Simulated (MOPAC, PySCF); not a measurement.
CH6Si3, SMILES `C([SiH]=[SiH2])=[SiH2]` (Si–C–Si–Si torsion 48°), neutral singlet in the gas phase. 

Z-matrix (Å, degrees):
```
Si
H 1 1.4860
C 1 1.8155 2 114.00
H 3 1.0872 1 119.67 2 20.38
Si 3 1.7110 4 118.68 1 177.42
H 5 1.4764 3 121.77 4 -176.08
H 5 1.4800 6 115.02 3 178.64
Si 1 2.1697 2 118.45 3 156.70
H 8 1.4858 1 116.73 2 42.25
H 8 1.4883 9 112.65 1 -137.50
```
Charge 0, multiplicity 1.

All levels are single points at this geometry (PBE0-D3(BJ)/def2-TZVP); Pople sets use spherical d functions. Orbital energies aren't observables, and empty levels follow the basis.

B3LYP/6-311+G** in PySCF gives dipole (D) = 2.54.

Task: Estimate the dipole (D) from each of these levels: PBE0-D3(BJ)/def2-TZVP in PySCF; ωB97X-D3(BJ)/def2-TZVP in PySCF; B3LYP/3-21G in PySCF; B3LYP/6-31G* in PySCF; B3LYP/LANL2DZ in PySCF; BP86/6-31G* in PySCF; M06-2X/6-31G* in PySCF; HF/3-21G in PySCF; HF/6-31G* in PySCF; AM1 in MOPAC; PM3 in MOPAC; PM6 in MOPAC.

Result: 
| level | dipole (D) |
|---|---|
| PBE0-D3(BJ)/def2-TZVP in PySCF | 2.66 |
| ωB97X-D3(BJ)/def2-TZVP in PySCF | 3.05 |
| B3LYP/3-21G in PySCF | 2.15 |
| B3LYP/6-31G* in PySCF | 2.46 |
| B3LYP/LANL2DZ in PySCF | 2.10 |
| BP86/6-31G* in PySCF | 2.26 |
| M06-2X/6-31G* in PySCF | 2.64 |
| HF/3-21G in PySCF | 2.95 |
| HF/6-31G* in PySCF | 3.33 |
| AM1 in MOPAC | 1.54 |
| PM3 in MOPAC | 2.19 |
| PM6 in MOPAC | 5.17 |
